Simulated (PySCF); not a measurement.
Ga(Me)2 (C₂H₆Ga), SMILES [CH3][Ga+][CH3], charge +1. Atoms are numbered in the order given.

```xyz
9

Ga     0.0000     0.0000     0.0000
C      0.0000     0.0000    -1.9038
H      0.9083     0.5042    -2.2713
H     -0.8908     0.5345    -2.2713
H     -0.0175    -1.0387    -2.2713
C      0.0000     0.0000     1.9038
H      0.9083    -0.5042     2.2713
H     -0.8908    -0.5345     2.2713
H     -0.0175     1.0387     2.2713
```
Charge +1, spin multiplicity 1.

Geometry: r2SCAN-D4/def2-SVP. A frequency run showed that this geometry is not a minimum. The spin state was assumed, not searched. The isomer is the one that the SMILES or the coordinates give; other isomers of the formula were not compared.

These are KT2/pcSseg-1 in PySCF values and carry that method's errors.

GIAO shieldings, no solvent; atoms alike by connectivity are averaged. δ = σ(ref) − σ: ¹³C against TMS (σ = 185.1 ppm); ¹H against TMS (σ = 31.47 ppm), references at their B3LYP-D3(BJ)/def2-TZVP geometries, non-relativistic.

```
nucleus                   atoms  count  δ (ppm)
-------  ----------------------  -----  -------
¹³C                      C2, C6      2     16.0
¹H       H3, H4, H5, H7, H8, H9      6     2.37
```
